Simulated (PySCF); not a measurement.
Gas-phase XPS of `CCO[SiH]1[SiH2][SiH2][SiH2][SiH2][SiH2]1`, computed

C2H16OSi6.
Cartesian coordinates in Å at the PBE0-D3(BJ)/def2-SVP level; atoms count from 1:
```xyz
25
C2H16OSi6 angstrom
C     -2.7580   -0.9842   -1.2275
C     -2.4512   -0.1136   -0.0338
O     -1.3413    0.7085   -0.3206
Si    -0.5592    1.6065    0.8683
Si     1.1492    2.7099   -0.2919
Si     2.7561    1.0887   -0.8556
Si     1.6829   -0.9699   -1.2077
Si     0.9235   -1.7574    0.8781
Si     0.4380    0.0418    2.3180
H     -2.9577   -0.3615   -2.1121
H     -3.6402   -1.6126   -1.0340
H     -1.9052   -1.6402   -1.4567
H     -2.2452   -0.7466    0.8541
H     -3.3269    0.5134    0.2219
H     -1.5248    2.5321    1.5489
H      0.5904    3.3514   -1.5233
H      1.7564    3.7695    0.5755
H      3.6833    0.9303    0.3117
H      3.5631    1.5135   -2.0427
H      0.5481   -0.7993   -2.1635
H      2.6497   -1.9570   -1.7877
H      1.9792   -2.6368    1.4747
H     -0.3122   -2.5853    0.6943
H     -0.4195   -0.3961    3.4648
H      1.7170    0.5992    2.8645
```

Method used: delta-SCF UKS SCAN, pcX-2 on the ionised atom, pcseg-1 elsewhere, spin-free X2C in PySCF 2.14.0. Binding energies are ΔSCF values: E(core-ionised, relaxed orbitals) − E(ground state) at a fixed geometry, referred to the vacuum level.

Q: Give the core binding energies atom by atom.

A: 
```csv
atom(s),bonded to,level,binding energy (eV),2p1/2 (eV),above the level's lowest (eV),count
C1,C and 3 H,C 1s,290.59,–,0.00,1
C2,"O, C and 2 H",C 1s,292.10,–,+1.51,1
O3,C and Si,O 1s,537.53,–,0.00,1
Si4,"O, H and 2 Si",Si 2p3/2,106.44,107.07,+0.56,1
Si4,"O, H and 2 Si",Si 1s,1846.25,–,+0.70,1
Si5/Si9,2 H and 2 Si,Si 2p3/2,105.94,106.57,+0.06,2
Si5/Si9,2 H and 2 Si,Si 1s,1845.60,–,+0.05,2
Si6/Si8,2 H and 2 Si,Si 2p3/2,105.92,106.54,+0.04,2
Si6/Si8,2 H and 2 Si,Si 1s,1845.61,–,+0.06,2
Si7,2 H and 2 Si,Si 2p3/2,105.88,106.50,0.00,1
Si7,2 H and 2 Si,Si 1s,1845.55,–,0.00,1
```

Lowest listed C 1s: C1, bonded to C and 3 H. Highest, 1.51 eV above it: C2, bonded to O, C and 2 H. Summing the Pauling electronegativity differences to the bonded atoms, each weighted by its formal bond order, gives -1.05 for the lowest site and +0.19 for the highest.

Lowest listed Si 1s: Si7, bonded to 2 H and 2 Si. Highest, 0.70 eV above it: Si4, bonded to O, H and 2 Si. Summing the Pauling electronegativity differences to the bonded atoms, each weighted by its formal bond order, gives +0.60 for the lowest site and +1.84 for the highest; no listed site has a larger sum than the highest. The values 1845.55, 1845.60 and 1845.61 eV lie too close for their order to be trusted.

The listed Si 2p3/2 values span 0.56 eV, from Si7 (bonded to 2 H and 2 Si) to Si4 (bonded to O, H and 2 Si). Summing the Pauling electronegativity differences to the bonded atoms, each weighted by its formal bond order, gives +0.60 for the lowest site and +1.84 for the highest; no listed site has a larger sum than the highest. The values 105.88, 105.92 and 105.94 eV lie too close for their order to be trusted.

Q: Which photon energy gives electrons from Si 2p3/2 of Si5/Si9 a kinetic energy of 20 eV, and what is their de Broglie wavelength?

A: hν = 105.94 + 20 = 125.94 eV, recoil neglected; λ = 12.264 Å/√(E/eV) = 2.74 Å.

Q: Express the binding energy of Si 2p3/2 of Si5/Si9 in atomic units and per mole.

A: 105.94 eV = 3.8932 Eh = 10222 kJ/mol.

Topologically equivalent atoms share the value of their first member; where this conformer doesn't relate them by symmetry, their own values could differ. For 2p shells one spin-free hole was relaxed; a mean-field spin–orbit operator and the ground-state splitting of the three 2p orbitals were then diagonalised within the shell. The shell's mean is (2 × 2p3/2 + 2p1/2)/3, and the degeneracies 2j + 1 give areas of 2:1. 2p1/2 minus 2p3/2 (ligand field included): Si 0.62 eV. The structure is a single PBE0-D3(BJ)/def2-SVP conformer in the gas phase; no vibrational or solvent corrections.
